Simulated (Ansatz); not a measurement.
AsGeH5O, SMILES `O[AsH][GeH3]`, relaxed with RKS PBE0-D4/def2-TZVP in Ansatz 0.2.0 from a PBE-D4/def2-SVP geometry. The force threshold is 0.005 eV/Å; the program also tests the step.

Charge 0, multiplicity 1.

Start:

```xyz
8

O     0.653   -1.018    1.612
As    1.257   -0.657   -0.096
Ge   -0.770    0.573   -0.762
H     0.541   -1.988    1.647
H     1.975    0.648    0.308
H    -0.559    1.329   -2.105
H    -1.185    1.576    0.346
H    -1.912   -0.463   -0.951
```

(1) How much energy does the relaxation release, and in how many steps? (An estimate is asked.)

(2) Which bonds change most? (An estimate is asked.)

(3) Give the relaxed structure. (Estimate.)

Answers

(1) Computed: 4.03 kJ/mol, in 10 steps, 1 of them rejected.

(2) Computed: O1–As2 from 1.847 to 1.812 Å; As2–Ge3 from 2.463 to 2.432 Å; O1–H4 from 0.977 to 0.961 Å; Ge3–H8 from 1.553 to 1.537 Å.

(3) The calculation gave: 
```xyz
8

O     0.567   -1.036    1.581
As    1.153   -0.703   -0.102
Ge   -0.803    0.582   -0.763
H     0.799   -1.943    1.795
H     1.926    0.571    0.244
H    -0.462    1.372   -2.039
H    -1.226    1.548    0.353
H    -1.954   -0.390   -1.070
```
